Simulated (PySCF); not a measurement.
Molecule: 4,4,4-trifluorobutan-2-one, C4H5F3O.

Atoms are numbered as in `[CH3:1][C:2](=[O:3])[CH2:4][C:5]([F:6])([F:7])[F:8]` (H(Xn): hydrogen on atom n).

Geometry PBE0-D3(BJ)/def2-SVP throughout; GIAO in PySCF 2.14.0 with density-fitted response routines, gas phase, one conformer, non-relativistic; equivalent atoms averaged; basis pcSseg-1.

(1) How do the shifts δ (against TMS, H2O, CFCl3 at the same level) depend on the functional? (ppm; last column core-seconds on shared hosts with different chips, so compare them loosely; the GGAs took longer than the global hybrids here, which isn't the general rule, and the cause wasn't traced)

(2) Which nucleus moves most, in ppm?

Answers

(1) 
```csv
functional,kind,C2,C5,C4,C1,O3,F6/F7/F8,H(C4),H(C1),core-s
HF,Hartree–Fock,202.2,112.7,46.2,28.7,706.2,-46.9,2.79,2.32,6.2
PBE,GGA,199.9,135.0,53.1,31.4,709.0,-91.3,2.82,2.31,22
B97-D,GGA,195.0,131.6,51.4,30.7,675.4,-88.9,2.82,2.31,21
B3LYP,global hybrid,203.0,132.2,52.5,31.2,718.0,-77.4,2.78,2.30,14
PBE0,global hybrid,201.9,129.8,51.4,31.2,717.2,-75.6,2.80,2.32,18
WP04,global hybrid,204.0,135.0,51.1,31.9,676.4,-75.0,2.87,2.32,16
BHandHLYP,global hybrid,204.0,125.2,50.3,30.5,721.9,-62.5,2.78,2.31,15
wB97X-D,range-separated hybrid,203.3,129.7,52.0,31.8,712.7,-68.9,2.78,2.32,18
```

(2) O3 (ketone oxygen): from 675.4 ppm with B97-D to 721.9 ppm with BHandHLYP. The smallest spread is 0.02 ppm, at H(C1). Proton shifts span only some 12 ppm, so a few tenths of a ppm matter as much there as several ppm in carbon.
